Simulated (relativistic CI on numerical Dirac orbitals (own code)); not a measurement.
## Calculated levels, Cs⁴⁷⁺

Method of calculation: Dirac-Coulomb-Breit CI, KLI orbitals optimised for each configuration, a model potential for QED, unscaled Slater integrals (own radial code, finite nucleus).

Configurations in the expansion (outside the closed core 1s2): 2s2.2p4, 2s.2p5, 2p6, 2p5.3s, 2p5.3p, 2p5.3d, 2s2.2p3.3s, 2s2.2p3.3p, 2s2.2p3.3d, 2s.2p4.3s, 2s.2p4.3p, 2s.2p4.3d, 2s2.2p3.4s, 2s2.2p3.4p, 2s2.2p3.4d, 2s2.2p3.4f, 2s.2p4.4s, 2s.2p4.4p, 2s.2p4.4d, 2s.2p4.4f, 2s2.2p2.3s2, 2s2.2p2.3s.3p, 2s2.2p3.5s, 2s2.2p3.5p, 2s2.2p3.5d, 2s2.2p2.3s.3d, 2s2.2p3.5f, 2s2.2p2.3p2, 2s2.2p3.5g, 2s2.2p2.3p.3d, 2s.2p3.3s2, 2s2.2p2.3d2, 2s.2p3.3s.3p, 2s.2p3.3s.3d, 2s.2p3.3p2, 2s.2p4.5s. Levels of other configurations are missing.

The lowest level is 2s2.2p4 3P_2, with 70 % of that term; Hund's rules for 2s2.2p4 give 3P with J = 2, in agreement.

| No. | Configuration | Term | J | E (eV) | % | Next component (%) | Landé g |
| --- | --- | --- | --- | --- | --- | --- | --- |
| 1 | 2s2.2p4 | 3P | 2 | 0.00 | 70 | 30 1D | 1.332 |
| 2 | 2s2.2p4 | 1S | 0 | 39.15 | 62 | 38 3P |  |
| 3 | 2s2.2p4 | 3P | 1 | 363.00 | 100 |  | 1.484 |
| 4 | 2s2.2p4 | 1D | 2 | 380.02 | 70 | 30 3P | 1.129 |
| 5 | 2s.2p5 | 3P° | 2 | 630.64 | 100 |  | 1.481 |
| 6 | 2s.2p5 | 1P° | 1 | 685.88 | 55 | 45 3P° | 1.208 |
| 7 | 2s2.2p4 | 3P | 0 | 757.25 | 62 | 37 1S |  |
| 8 | 2s.2p5 | 3P° | 0 | 1001.81 | 100 |  |  |
| 9 | 2s.2p5 | 3P° | 1 | 1034.40 | 55 | 45 1P° | 1.251 |
| 10 | 2p6 | 1S | 0 | 1349.26 | 99 | 1 2s2.2p4 1S |  |
| 11 | 2p3(2P°).3s | 3P° | 2 | 4633.71 | 46 | 28 5S° | 1.521 |
| 12 | 2p3(2P°).3s | 1P° | 1 | 4640.48 | 31 | 27 3D° | 1.184 |
| 13 | 2p3(2P°).3p | 3P | 1 | 4712.62 | 31 | 22 5P | 1.506 |
| 14 | 2p3(2P°).3p | 3D | 2 | 4714.48 | 25 | 22 3P | 1.197 |
| 15 | 2p3(2P°).3p | 3D | 3 | 4816.50 | 48 | 28 5P | 1.344 |
| 16 | 2p3(4S°).3p | 3P | 1 | 4816.65 | 36 | 26 1P | 1.375 |
| 17 | 2p3(2P°).3p | 3P | 2 | 4836.08 | 42 | 20 1D | 1.323 |
| 18 | 2p3(4S°).3p | 3P | 0 | 4853.68 | 73 | 26 1S |  |
| 19 | 2p3(2P°).3d | 3D° | 2 | 4901.30 | 33 | 30 3F° | 1.033 |
| 20 | 2p3(2P°).3d | 3F° | 3 | 4906.93 | 27 | 21 3D° | 1.120 |
| 21 | 2p3(2P°).3d | 3D° | 1 | 4909.49 | 31 | 28 3P° | 1.127 |
| 22 | 2p3(2P°).3d | 3P° | 0 | 4910.62 | 60 | 28 5D° |  |
| 23 | 2p3(2P°).3d | 3F° | 4 | 4930.45 | 49 | 28 5D° | 1.257 |
| 24 | 2p3(4S°).3d | 3D° | 2 | 4938.55 | 34 | 29 3P° | 1.254 |
| 25 | 2p3(2P°).3d | 3D° | 3 | 4950.91 | 44 | 22 1F° | 1.190 |
| 26 | 2p3(4S°).3d | 3D° | 1 | 4958.18 | 37 | 27 1P° | 1.029 |
| 27 | 2p3(4S°).3s | 5S° | 2 | 4982.67 | 53 | 34 3D° | 1.580 |
| 28 | 2p3(4S°).3s | 3S° | 1 | 4990.95 | 55 | 45 3D° | 1.305 |
| 29 | 2p3(2D°).3s | 3D° | 3 | 5004.64 | 99 |  | 1.314 |
| 30 | 2p3(2D°).3s | 1D° | 2 | 5009.97 | 66 | 33 3D° | 1.039 |
| 31 | 2p3(2P°).3s | 3P° | 0 | 5036.41 | 99 |  |  |
| 32 | 2p3(2P°).3s | 3P° | 1 | 5039.39 | 66 | 33 1P° | 1.315 |
| 33 | 2p3(4S°).3p | 5P | 1 | 5060.14 | 45 | 21 3D | 1.643 |
| 34 | 2p3(2D°).3p | 3F | 2 | 5067.48 | 34 | 27 3P | 1.210 |
| 35 | 2p3(2D°).3p | 3F | 3 | 5083.13 | 43 | 32 1F | 1.100 |
| 36 | 2p3(2D°).3p | 3P | 2 | 5107.35 | 53 | 21 1D | 1.321 |
| 37 | 2p3(2P°).3p | 3D | 1 | 5113.13 | 73 | 23 1P | 0.655 |
| 38 | 2p3(2P°).3p | 3P | 0 | 5143.69 | 65 | 35 1S |  |
| 39 | 2p3(4S°).3p | 5P | 3 | 5162.03 | 49 | 25 3F | 1.400 |
| 40 | 2p3(4S°).3p | 3P | 2 | 5165.16 | 38 | 30 3D | 1.419 |
| 41 | 2p3(4S°).3p | 3P | 0 | 5168.07 | 98 | 1 1S |  |
| 42 | 2p3(2D°).3p | 1P | 1 | 5180.01 | 46 | 29 3D | 0.992 |
| 43 | 2p3(2D°).3p | 3D | 3 | 5183.83 | 58 | 34 1F | 1.220 |
| 44 | 2p3(2D°).3p | 3F | 4 | 5186.65 | 100 |  | 1.235 |
| 45 | 2p3(2D°).3p | 3P | 1 | 5203.55 | 74 | 15 1P | 1.435 |
| 46 | 2p3(2D°).3p | 1D | 2 | 5213.45 | 46 | 26 3P | 1.178 |
| 47 | 2s.2p4(3P)<4P>.3s | 5P | 3 | 5214.92 | 66 | 21 3D | 1.543 |
| 48 | 2p3(2P°).3p | 3P | 1 | 5222.66 | 47 | 26 3S | 1.504 |
| 49 | 2p3(2P°).3p | 3D | 2 | 5226.96 | 40 | 27 1D | 1.201 |
| 50 | 2s.2p4(3P)<4P>.3s | 3P | 2 | 5235.77 | 40 | 13 2s2.2p3.3p 3P | 1.327 |
| 51 | 2p3(4S°).3d | 5D° | 1 | 5254.05 | 44 | 42 3D° | 1.012 |
| 52 | 2p3(2D°).3d | 3F° | 2 | 5255.58 | 39 | 38 5D° | 1.086 |
| 53 | 2p3(4S°).3d | 5D° | 0 | 5256.15 | 52 | 29 1S° |  |
| 54 | 2p3(2D°).3d | 3G° | 3 | 5261.02 | 37 | 25 5D° | 1.105 |
| 55 | 2p3(2D°).3d | 3G° | 4 | 5275.62 | 64 | 23 1G° | 1.060 |
| 56 | 2p3(4S°).3d | 5D° | 4 | 5278.50 | 50 | 30 1G° | 1.274 |
| 57 | 2p3(4S°).3d | 3D° | 3 | 5279.95 | 48 | 24 3F° | 1.272 |
| 58 | 2p3(2D°).3d | 3D° | 3 | 5281.81 | 34 | 25 3F° | 1.222 |
| 59 | 2p3(2D°).3d | 3P° | 2 | 5283.03 | 29 | 19 3D° | 1.296 |
| 60 | 2s.2p4(1S)<2S>.3s | 3S | 1 | 5286.83 | 54 | 29 5P | 1.998 |
| 61 | 2p3(2D°).3d | 3D° | 1 | 5288.43 | 35 | 26 3S° | 1.139 |
| 62 | 2s.2p4(3P)<2P>.3s | 3P | 1 | 5293.94 | 35 | 35 3D | 1.031 |
| 63 | 2s.2p4(3P)<2P>.3s | 3P | 2 | 5294.02 | 49 | 18 1D | 1.384 |
| 64 | 2s.2p4(3P)<4P>.3p | 5P° | 2 | 5294.04 | 25 | 17 3P° | 1.511 |
| 65 | 2p3(2D°).3d | 3P° | 1 | 5298.55 | 63 | 29 3D° | 1.187 |
| 66 | 2p3(2D°).3d | 3F° | 4 | 5299.31 | 74 | 26 1G° | 1.173 |
| 67 | 2s.2p4(3P)<4P>.3p | 3D° | 3 | 5299.93 | 28 | 20 5D° | 1.311 |
| 68 | 2p3(2D°).3d | 3G° | 5 | 5300.97 | 100 |  | 1.186 |
| 69 | 2p3(2D°).3d | 3D° | 2 | 5304.22 | 43 | 36 3F° | 0.997 |
| 70 | 2s.2p4(1S)<2S>.3s | 1S | 0 | 5306.57 | 60 | 39 3P |  |

Energies count from the lowest computed level; ° marks odd parity. Percentages are summed over parent terms; the parents shown are those of the largest component, closed shells are left out there, and <> holds an intermediate term.

The mean weight of the leading LS term, summed over parents, in these 70 levels is 55 %, and that of the leading jj configuration (from the same eigenvectors) 94 %, so jj coupling describes them better and the LS labels are nominal.

At this charge energies of transitions that change n are usually good to better than 1 %, and those within a shell (Δn = 0) to a few per cent.

LS names give the leading component of a level, which can be under half, so a name can repeat, a term be missing and a line seem to break the LS rules.
